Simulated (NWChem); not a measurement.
System: C2H2BF3; SMILES C=C(F)B(F)F

Here is an NWChem input.

```
start job
memory heap 200 mb stack 700 mb global 900 mb
geometry units angstroms noautosym nocenter noautoz
  C     -1.245715     1.444651     0.000000
  C     -0.087799     0.779808     0.000000
  F      1.083864     1.464277     0.000000
  B      0.045106    -0.769998     0.000000
  F      1.225875    -1.362381     0.000000
  F     -1.042773    -1.528934     0.000000
  H     -2.180421     0.895722     0.000000
  H     -1.284034     2.529786     0.000000
end
basis spherical
  C library cc-pvtz
  F library cc-pvtz
  B library cc-pvtz
  H library cc-pvtz
end
dft
  xc xpbe96 cpbe96
  iterations 150
  semidirect filesize 400000000
end
property
  efieldgrad
end
task dft property
```

Geometry: optimised at B3LYP/6-31G* (spherical d).

Vzz is the largest principal value of the second derivative of the potential at the nucleus (NWChem prints the opposite sign); η is the asymmetry. Non-relativistic.

Atoms are numbered as in the input.

### Question
Give the results of this calculation. (PBE/cc-pVTZ.) Quantities: Vzz B4 (a.u.); η B4.

### Answer
| Property | Value |
|---|---|
| Vzz B4 (a.u.) | 0.326 |
| η B4 | 0.55 |
